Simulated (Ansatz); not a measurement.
Mulliken charges of `B[C@@H]1O[C@@]1(F)[SeH]` from r2SCAN/def2-TZVPP in Ansatz (PBE0-D4/def2-TZVP geometry).

```tsv
atom	x (Å)	y (Å)	z (Å)	charge (e)
B1	0.122	-1.699	0.492	-0.002
C2	0.550	-0.219	0.488	0.005
O3	-0.223	0.743	1.301	-0.281
C4	-0.395	0.802	-0.032	0.326
F5	-1.599	0.397	-0.491	-0.182
Se6	0.177	2.447	-0.878	-0.039
H7	-0.884	-2.040	1.031	0.028
H8	0.812	-2.487	-0.082	0.014
H9	1.595	0.068	0.406	0.073
H10	-0.071	1.937	-2.232	0.057
```

Problem. By hand: the dipole of these point charges (1 e Å = 4.8032 D).

Solution. Σ q r = (0.320, -0.089, -0.321) e Å, of length 0.462 e Å = 2.22 D.

Problem. How does the dipole of the full density compare? (Estimate.)

Solution. The calculation gave: (0.304, -0.087, -0.241) e Å, 1.91 D; the point charges give 1.16 times that, at 7° from its direction.

Point charges leave out the atoms' own dipoles, such as those of lone pairs, and Mulliken's split depends on the basis, so the two needn't agree.
